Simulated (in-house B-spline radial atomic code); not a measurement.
How numerical settings move a run on the tungsten ion W²⁺, [Xe] 4f14 5d4. Computed with an all-electron radial atomic-structure program (B-spline basis): Dirac-Hartree-Fock, average of configuration, Fermi nucleus of rms radius 5.3658 fm.

Command:
```bash
python run_scf.py task.json out
```
Settings of the sound reference run:
```
Z                74
electrons        72
configuration    [Xe] 4f14 5d4
hamiltonian      dirac
method           hf
spin_polarised   False
nucleus          fermi
rms_radius       5.3658
mass_number      184
atomic_mass      183.9509
speed_of_light   137.036
knot_spacing     0.22
spline_order     8
gauss_points     12
box_radius       22.22
max_iterations   70
damping          0.5
damped_steps     3
diis_vectors     10
tolerance        1e-08
start            Thomas-Fermi
```

Time taken, with all properties: 1.7 s on 1 thread of Arm Neoverse V1, with other jobs on the host.

It converges in 10 iterations to -16155.362885 hartree, with 5d5/2 at -24.4692 eV. The other runs change the listed settings, some to values that make no sense; their results aren't properties of the atom or ion. Radii are in bohr (the nuclear one in fm), a minus after a letter asks for a j subshell, and «unchanged» means within 1e-8 hartree. The run stops when the residual is below 10 × tolerance × max(1, Z/10), or a noise floor if that is larger, and the energy moves by less than 1e-8 × √|E| hartree; so very loose and very tight tolerances often act alike.

```tsv
changed settings	outcome
electrons = 73, configuration = [Xe] 4f14 5d4 6p-1, max_iterations = 50	converged in 10 iterations to -16155.7206 hartree, a different physical problem
first_knot = 0.0405	converged in 10 iterations, energy +7.97e+01 hartree from the reference, 5d5/2 level -1.8e-01 eV
box_radius = 2.22, max_iterations = 8	not converged after 8 iterations, last residual 3.9e-05, last energy +4.43e+00 hartree from the reference
start = bare nucleus	converged in 12 iterations, energy unchanged, 5d5/2 level +1.9e-05 eV
first_knot = 0.0135	converged in 10 iterations, energy +7.12e+00 hartree from the reference, 5d5/2 level -1.5e-02 eV
first_knot = 1.35e-05	converged in 10 iterations, energy +4.70e-08 hartree from the reference, 5d5/2 level +2.7e-07 eV
first_knot = 0.00135	converged in 10 iterations, energy -4.04e-01 hartree from the reference, 5d5/2 level +7.6e-05 eV
spline_order = 6	converged in 10 iterations, energy +2.26e-05 hartree from the reference, 5d5/2 level -6.0e-07 eV
first_knot = 0.00405	converged in 10 iterations, energy -1.35e+00 hartree from the reference, 5d5/2 level -4.1e-04 eV
max_iterations = 75, damping = 0.8, tolerance = 0.01	converged in 9 iterations, energy +2.20e-08 hartree from the reference, 5d5/2 level +8.3e-04 eV
method = tpss,tpss	stopped with error: meta-GGAs are not served with the Dirac Hamiltonian
spline_order = 5	converged in 10 iterations, energy +4.29e-04 hartree from the reference, 5d5/2 level -1.1e-05 eV
spline_order = 4	converged in 10 iterations, energy +1.19e-02 hartree from the reference, 5d5/2 level -2.8e-04 eV
electrons = 79, configuration = [Xe] 4f14 5d11, max_iterations = 75	stopped with error: shell 5d holds at most 10 electrons
```

Question: What happens with spline_order = 3, gauss_points = 4, first_knot = 0.00405, max_iterations = 100, start = bare nucleus?

Answer: Converged in 14 iterations, energy -4.89e+04 hartree from the reference, 5d5/2 level +4.1e-01 eV.

Question: What happens with knot_spacing = 0.75, gauss_points = 5, first_knot = 0.0135, max_iterations = 100?

Answer: Converged in 10 iterations, energy +2.03e+02 hartree from the reference, 5d5/2 level -3.1e-01 eV (the program warns: 3s1/2 reaches the box edge; 3p1/2 reaches the box edge).

Question: What happens with spline_order = 10?

Answer: Converged in 10 iterations, energy +5.30e-08 hartree from the reference.

Question: What happens with first_knot = 0.000135?

Answer: Converged in 10 iterations, energy +1.67e-05 hartree from the reference.
